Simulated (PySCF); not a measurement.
C2H6Be, triplet, geometry from GFN2-xTB (such geometries of metal compounds can be far from the true shape) (a higher spin typed on purpose: for a closed-shell molecule this is an excited state); CAMB3LYP/def2-SVP (PySCF).

PySCF was given this input:
```python
from pyscf import gto, scf, dft

mol = gto.M(
    atom='''
Be   -0.59152127    0.70896578   -0.63342377
C     1.13440018    0.00719197   -0.73541234
H     1.28983073   -0.98387002   -0.33764093
H     1.76816124    0.71259916   -0.21638952
H     1.35999967    0.01622931   -1.79335439
C    -0.94778652   -0.23317114    0.93652144
H    -1.24312704   -1.23319179    0.65224707
H    -1.78917585    0.28924441    1.37214650
H    -0.13928561   -0.28099911    1.65003172
''',
    basis='def2-svp',
    spin=2,
    verbose=3,
)

mf = dft.UKS(mol)
mf.xc = 'camb3lyp'
mf.kernel()
mf.analyze()
```

Task: What does PySCF print? Leave out banner, timings and long lists.

Result: 
```
converged SCF energy = -94.2767216392884  <S^2> = 2.0067754  2S+1 = 3.0045135
**** MO energy ****
                             alpha | beta                alpha | beta
MO #1   energy= -10.2690428878169  | -10.2602416230298  occ= 1 | 1
MO #2   energy= -10.2679117047219  | -10.2592452706022  occ= 1 | 1
MO #3   energy= -4.1099562640346   | -4.10083404120081  occ= 1 | 1
MO #4   energy= -0.7909324545184   | -0.769601361416139 occ= 1 | 1
MO #5   energy= -0.763933830722306 | -0.741181917201822 occ= 1 | 1
MO #6   energy= -0.500049030158857 | -0.488128365048717 occ= 1 | 1
MO #7   energy= -0.493083073274551 | -0.486249683372227 occ= 1 | 1
MO #8   energy= -0.474977493858367 | -0.468074569387337 occ= 1 | 1
MO #9   energy= -0.471149277004291 | -0.461217850487753 occ= 1 | 1
MO #10  energy= -0.43472718634878  | -0.364771455998364 occ= 1 | 1
MO #11  energy= -0.331213429714094 | -0.106589184382277 occ= 1 | 0
MO #12  energy= -0.205263153817059 | 0.00229296864944617 occ= 1 | 0
MO #13  energy= 0.0269413022737992 | 0.0449046204795045 occ= 0 | 0
MO #14  energy= 0.083698177244742  | 0.0959556301353577 occ= 0 | 0
MO #15  energy= 0.0903076071937594 | 0.104668463346391  occ= 0 | 0
MO #16  energy= 0.15725086998017   | 0.162896061820681  occ= 0 | 0
MO #17  energy= 0.158880225461991  | 0.169955989523113  occ= 0 | 0
MO #18  energy= 0.167782495481508  | 0.172154634067156  occ= 0 | 0
MO #19  energy= 0.186396038338891  | 0.191654951249202  occ= 0 | 0
MO #20  energy= 0.201348089273111  | 0.21726420920805   occ= 0 | 0

To work with the spin densities directly, `use mulliken_meta_spin()` only printing them here.

 ** Mulliken spin pop alpha/beta on meta-lowdin orthogonal AOs **
 ** Mulliken Spin Density (per atom)  **
spin density of  0 Be =      0.83746
spin density of  1 C =      0.58891
spin density of  2 H =     -0.00739
spin density of  3 H =     -0.00749
spin density of  4 H =      0.01156
spin density of  5 C =      0.58003
spin density of  6 H =     -0.00886
spin density of  7 H =      0.01413
spin density of  8 H =     -0.00836
 ** Mulliken pop alpha/beta on meta-lowdin orthogonal AOs **
 ** Mulliken atomic charges   ( Nelec_alpha | Nelec_beta ) **
charge of  0Be =      0.62079  (     2.10833      1.27088 )
charge of  1C =     -0.65740  (     3.62316      3.03424 )
charge of  2H =      0.11271  (     0.43995      0.44734 )
charge of  3H =      0.11553  (     0.43849      0.44598 )
charge of  4H =      0.12139  (     0.44509      0.43353 )
charge of  5C =     -0.66150  (     3.62076      3.04073 )
charge of  6H =      0.11446  (     0.43834      0.44720 )
charge of  7H =      0.12121  (     0.44646      0.43233 )
charge of  8H =      0.11281  (     0.43941      0.44778 )
Dipole moment(X, Y, Z, Debye):  1.15215, -1.35788,  1.19957
```
